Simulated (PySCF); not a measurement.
**What settings do to a single point of [TlI2]+**

The sound run of [TlI2]+ (singlet) uses PySCF 2.14.0, RKS B3LYP, Tl def2-SVP with ECP60, I def2-SVP with ECP28; non-relativistic Hamiltonian with scalar-relativistic core potentials where named; density fitting; no spin-orbit coupling, grid (50, 194), threshold 1e-8 Eh and 55 cycles, at the relaxed geometry:

```xyz
3

Tl    0.0000    0.0000    0.0000
I     0.0000    0.0000    2.6607
I     0.0000    0.0000   -2.6607
```

There Tl1 has a Mulliken charge of 0.57 e and the dipole about the centre of mass is 0.00 D. Each run below changes one thing and starts from free metal ions and neutral atoms unless it says otherwise; with 55 cycles, smearing, a level shift and second-order steps follow where DIIS fails, and their cycles count. Energy shifts count from the sound run.

```json
{"change": "start from a density of up to 30 smeared cycles (not counted)", "outcome": "converged", "cycles": "7", "energy shift (eV)": "0.0000", "largest force component (eV/Å)": "0.00", "charge on Tl1 (e)": "0.57", "dipole about the centre of mass (D)": "0.00"}
{"change": "threshold 1e-05", "outcome": "converged", "cycles": "5", "energy shift (eV)": "0.0000", "largest force component (eV/Å)": "0.00", "charge on Tl1 (e)": "0.57", "dipole about the centre of mass (D)": "0.00"}
{"change": "I2 put 1.1 Å from Tl1, limit 79 cycles", "outcome": "converged", "cycles": "9", "energy shift (eV)": "277.80", "largest force component (eV/Å)": "1213.52", "charge on Tl1 (e)": "1.69", "dipole about the centre of mass (D)": "6.80"}
{"change": "spin (2S) set to 1, limit 99 cycles", "outcome": "refused", "cycles": "–", "energy shift (eV)": "–", "largest force component (eV/Å)": "–", "charge on Tl1 (e)": "–", "dipole about the centre of mass (D)": "–"}
```

Q: How does the run with this change end: all coordinates × 1.05?

A: outcome converged, cycles 8, energy shift (eV) 0.14, largest force component (eV/Å) 0.89, charge on Tl1 (e) 0.63, dipole about the centre of mass (D) 0.00.

Unsound on purpose, so not properties of the compound: I2 put 1.1 Å from Tl1, limit 79 cycles.

Forces carry noise of the integration grid, about 0.01 to 0.03 eV/Å.
